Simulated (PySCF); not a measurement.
C$_{3}$H$_{8}$Se, singlet, at a GFN2-xTB geometry. Base run: PySCF with HF/6-31G.

Input for PySCF:
```python
from pyscf import gto, scf, solvent

mol = gto.Mole()
mol.atom = '''
    Se   -0.88663195    0.14029238    0.48454031
    H    -1.77741102   -0.36445231   -0.53675714
    C     0.73384674    0.14042310   -0.70327339
    C     0.97177221   -1.24657163   -1.26801014
    C     1.90981513    0.64322257    0.11337209
    H     0.49977241    0.84753613   -1.50464586
    H     1.84458641   -1.23269740   -1.91928200
    H     1.15138516   -1.95930309   -0.46556141
    H     0.11544862   -1.58659744   -1.84828575
    H     1.70236877    1.63076209    0.52388081
    H     2.79710725    0.70963434   -0.51405659
    H     2.11962443   -0.03726725    0.93780633
'''
mol.basis = '6-31g'
mol.verbose = 4
mol.build()

mf = scf.RHF(mol)
mf.kernel()
```

The base run was repeated with changes; each row names its change, and settings that it needs were set with it.

| change | ΔE vs base (kJ/mol) | dipole (D) | HOMO-LUMO gap (eV) |
|---|---|---|---|
| base | 0.00 | 2.12 | 12.91 |
| model = IEF-PCM; solvent = 2-propanol | -13.21 | 2.78 | 13.07 |
| model = SS(V)PE; solvent = dichloromethane | -11.69 | 2.69 | 13.05 |
| model = C-PCM; solvent = dichloromethane | -12.61 | 2.74 | 13.06 |
| model = COSMO; solvent = dichloromethane | -11.85 | 2.70 | 13.05 |
| model = IEF-PCM; solvent = dichloromethane; r_probe = 0.5 | -5.17 | 2.49 | 12.97 |
| model = IEF-PCM; solvent = acetonitrile | -13.79 | 2.81 | 13.07 |
| model = IEF-PCM; solvent = dichloromethane; lebedev_order = 41 | -11.89 | 2.71 | 13.05 |
| model = IEF-PCM; solvent = dichloromethane; vdw_scale = 1.0 | -21.20 | 2.85 | 13.17 |
| model = IEF-PCM; solvent = dichloromethane; vdw_scale = 1.4 | -6.83 | 2.55 | 12.98 |
| model = IEF-PCM; solvent = dichloromethane; lebedev_order = 11 | -11.55 | 2.69 | 13.04 |
| model = IEF-PCM; solvent = dichloromethane | -11.84 | 2.71 | 13.05 |

The base is the gas phase, so ΔE is the electrostatic part of solvation at a fixed geometry, without cavity and dispersion terms.
